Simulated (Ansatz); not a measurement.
Gas-phase electronic energies from Ansatz, PBE0-D4/def2-TZVP geometries. CBS: MP2 limit from def2 TZ/QZ plus the TZ coupled-cluster correction, frozen cores. This one scheme is used for every species. DFT in def2-TZVPP. For Se outer-core shells are correlated without core-valence functions, which leaves a few kJ/mol of doubt a bond. Scalar relativity is left out up to krypton. One conformer a species, not always the lowest.

`C[SiH2][Se]C#N` + `CO[SiH2]N` → `C[SiH2]O[SiH2]N` + `C[Se]C#N`  (redistribution)

CCSD(T)/CBS gives -99.7 kJ/mol.

Q: Another level gave -104.5 kJ/mol. Which?
A. r2SCAN-D4/def2-TZVPP
B. PBE0/def2-TZVPP
C. PBE/def2-TZVPP
D. CCSD/def2-TZVPP

A: D. CCSD/def2-TZVPP -104.5, PBE -85.6, PBE0 -89.9, r2SCAN-D4 -96.6 kJ/mol.

Largest T1 diagnostic among the species: 0.012.

In def2-TZVPP, CCSD(T) changes the Hartree–Fock value by +8.3 kJ/mol (the triples alone add +2.1 kJ/mol) and MP2 by +6.3 kJ/mol. From PBE to PBE0 (25 % exact exchange), in def2-TZVPP and without D4, ΔE moves by −4.3 kJ/mol.
